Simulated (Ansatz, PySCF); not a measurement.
Noncovalent pair: HCl (SMILES Cl) (first 2 atoms) with PH3 (SMILES P); geometry from B3LYP-D3(BJ)/def2-TZVP.
(charge 0, multiplicity 1):
```xyz
6

Cl     0.4362    -0.6161    -0.3437
H      0.2439     0.3609    -1.1517
P      0.0404     0.0554     3.2634
H     -0.2208     0.8030     4.4421
H      0.8941     1.0468     2.7177
H     -1.1066     0.5471     2.5911
```

Interaction energies are E(AB) − E(A) − E(B) at the monomers' geometry in the complex; basis-set methods are counterpoise corrected.

Rows in 6-31G* carry no dispersion term and start afresh at each structure (6-31G* with six Cartesian d functions).

Codes used: Ansatz (a first-principles code); PySCF for 6-31G* rows, the dispersion terms. 

Q: One of these levels gives -3.4 kJ/mol for the interaction energy. Name it.
(A) r2SCAN/def2-TZVPPD
(B) HF/6-31G*
(C) BLYP-D3(BJ)/def2-TZVPPD

A: C, BLYP-D3(BJ)/def2-TZVPPD. The others give 2.2 (HF/6-31G*), -2.0 (r2SCAN/def2-TZVPPD)
